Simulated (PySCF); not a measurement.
C4H7NS2Si.
SMILES with atom numbers: `[SiH3:1][CH2:2][S:3][c:4]1[cH:5][cH:6][s:7][n:8]1`

Geometry (GFN2-xTB, Å), atoms numbered from 1 in this order:
```
atom  x, y, z in Å
Si1   -3.249    0.057   -0.130
C2    -1.401    0.521   -0.087
S3    -0.382   -0.979    0.043
C4     1.208   -0.267    0.061
C5     2.396   -1.040    0.154
C6     3.475   -0.216    0.145
S7     2.959    1.418    0.025
N8     1.370    1.030   -0.012
H9    -3.585   -0.649    1.105
H10   -3.495   -0.796   -1.291
H11   -3.991    1.313   -0.235
H12   -1.151    1.147    0.767
H13   -1.084    1.039   -0.989
H14    2.409   -2.111    0.221
H15    4.516   -0.460    0.200
```

NICS = −σ at a ghost point: NICS(0) at the centroid of the ring atoms, NICS(1) 1 Å to either side along the normal of their mean plane, zz for the tensor component along that normal. Level: GIAO PBE0/pcSseg-1 (PySCF, non-relativistic, gas phase) on the GFN2-xTB geometry, one conformer.

Ring bond lengths (Å), with Mayer bond orders in brackets: C4–C5 1.421 (1.17), C5–C6 1.358 (1.59), C6–S7 1.718 (1.20), S7–N8 1.636 (1.15), N8–C4 1.309 (1.54).

Question: What do the NICS probes read (ppm)?

Answer: 
```
          ring                                                     type  NICS(0)  NICS(1), two faces  NICS(1)zz, two faces  rms pucker (Å)  centre to ring atoms, mean (Å)
C4–C5–C6–S7–N8  5-membered ring with N and S; formal bonds all aromatic    -11.8       -11.1 / -11.1         -26.4 / -26.4            0.00                            1.26
```

Question: What do they say, and how far can they be read as aromaticity?

Answer: 
- C4–C5–C6–S7–N8: mean NICS(1)zz -26.4 ppm, shielded. For a flat ring without four-coordinate atoms the NICS criterion counts such a value as aromatic.

Question: At the second NICS(1) probe listed for ring C4–C5–C6–S7–N8, 1 Å off the ring, what do the in-plane components average?

Answer: The isotropic value is a third of the trace: (3 × -11.1 − (-26.4))/2 = -3.4 ppm.

Question: List the ring angles and the Hirshfeld charges of the ring atoms.

Answer: 
- C4–C5–C6–S7–N8: C4 116.1° (+0.022 e), C5 109.5° (-0.083 e), C6 109.8° (-0.071 e), S7 93.9° (+0.160 e), N8 110.8° (-0.198 e); sum 540.0° against 540° for a flat convex ring.
